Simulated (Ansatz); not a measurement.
`FB[SiH3]` + `BO` → `BOB[SiH3]` + H–F at 600 K and 1 bar (ligand exchange at a B–F bond).

Calculated with Ansatz (gas phase, PBE0-D4/def2-TZVP geometries, no zero-point term in ΔE). CCSD(T)/CBS is the MP2 limit (def2-TZVPP, def2-QZVPP) plus CCSD(T) − MP2 in def2-TZVPP, frozen cores. This one scheme is used for every species. Each species was taken in one conformer, which may not be the lowest.

```
    species  CCSD(T)/CBS energy (Eh)  H − E (kJ/mol)  S (J/(mol·K))
 `FB[SiH3]`               -416.08982           146.0          360.6
       `BO`               -101.80414           119.7          267.1
`BOB[SiH3]`               -417.48760           223.7          425.8
        H–F               -100.39570            42.3          194.0
```

H − E and S are ideal-gas, rigid-rotor, harmonic terms from PBE0-D4/def2-TZVP, for one conformer and one mirror image of each species. 1 Eh = 2625.50 kJ/mol, R = 8.31446 J/(mol·K).

Question: By hand: ΔE, ΔH, ΔS and ΔG.

Answer: ΔE = (-417.48760) + (-100.39570) − (-416.08982) − (-101.80414) = 0.01066 Eh = 28.0 kJ/mol. Δ(H − E) = 223.7 + 42.3 − 146.0 − 119.7 = 0.3, so ΔH = 28.3 kJ/mol. ΔS = 425.8 + 194.0 − 360.6 − 267.1 = -7.9 J/(mol·K). ΔG = 28.3 − 600 × (-7.9)/1000 = 33.0 kJ/mol.

Question: By hand: the equilibrium constant, and the temperature at which ΔG would vanish if ΔH and ΔS stayed fixed.

Answer: log₁₀ K = −ΔG/(RT ln 10) = -2.9. ΔH and −TΔS have one sign here, so there is no such temperature.

The number of gas molecules stays the same, so ΔS is small and ΔH decides. A doubt of 5 kJ/mol in ΔE shifts log₁₀ K by 0.4 here. Other conformers and mirror images would add mixing entropy, several J/(mol·K) or more a flexible species. Modes under 60 cm⁻¹, often nearly free rotors, make the harmonic entropy too high. These are equilibria of isolated gas molecules and say nothing of rates. Largest T1 diagnostic: 0.014 (customary marks: 0.02 for closed shells, 0.045 for open ones).

ΔS is within the doubt of such terms, so its sign, and with it that verdict, could turn.
